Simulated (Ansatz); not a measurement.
An input meant for CoCl2(H2O)2 (CoCl₂O₂H₄) (charge 0, doublet).

```yaml
crystal:
  periodic: [false, false, false]
  atoms:
    - {symbol: Co, position_ang: [0.554353, -0.026814, 0.334898]}
    - {symbol: Cl, position_ang: [1.350610, -1.769217, 1.444023]}
    - {symbol: Cl, position_ang: [2.036279, 1.599447, 0.579900]}
    - {symbol: O, position_ang: [-0.159665, 1.155093, -1.164613]}
    - {symbol: H, position_ang: [0.574512, 1.809024, -1.063738]}
    - {symbol: H, position_ang: [-0.971178, 1.636489, -0.938172]}
    - {symbol: O, position_ang: [-1.185432, -1.088488, 0.361803]}
    - {symbol: H, position_ang: [-0.799248, -1.800035, 0.928568]}
    - {symbol: H, position_ang: [-1.400219, -1.515498, -0.482660]}
basis:
  gaussian: {orbitals: 6-31G}
total_charge: 4
magnetization: {spin_polarized: true, initial_magnetization: 1}
hamiltonian: {xc: {name: PBE0-DH}}
scf: {omitted_lower_state_checks: [starts]}
```

```sh
$ ansatz run in.yaml --threads 4 --pin off --events-out ev --progress --plain --max-ram 8704MiB
```

Shortened log:

```
Functional definition: PBE0-DH
838 factors; integrals over basis functions are off by at most 2.4e-4 eV
mean field evaluation 1: about -66536.3927 eV, gradient 2.1e2 eV
mean field evaluation 2: about -66536.4110 eV, gradient 2.1e2 eV
mean field evaluation 4: about -66510.9442 eV, gradient 2.1e2 eV
mean field evaluation 8: about -66711.6382 eV, gradient 2.2e1 eV
mean field evaluation 16: about -66724.4298 eV, gradient 1.3e-1 eV
mean field -66724.52002032 eV, -2452.0808832427 hartree, gradient 2.8e-6 eV, S^2 3.520676; 0 other end points of the search recorded, 0 dependent functions left out
17 core orbitals not correlated: weight in the atoms' cores, before any rotation towards them, 1.000 or more for the frozen orbitals, at most 0.000 for the correlated occupied ones
reference -66724.52005028 eV, -2452.0808843435 hartree; 22, 21 occupied and 42, 43 virtual orbitals, 838 factors
second order -17.67524189 eV of doubles, -0.00000000 eV of singles
Total energy: -66726.72945551 eV, -2452.1620784884 hartree
Checks for a lower state left out: starts
```

In this input the charge is far from what the species holds (4 typed, 0 meant). Self-consistency was reached. The result belongs to that input, not to the species as meant.

The 6-31G sets use Cartesian d functions. Correlated methods freeze 17 core orbitals; core or outer-core shells of Co are correlated, in sets that lack core-valence functions. The charge 4 doublet is spin-contaminated (final ⟨S²⟩ up to 3.52, 0.75 for a pure state).
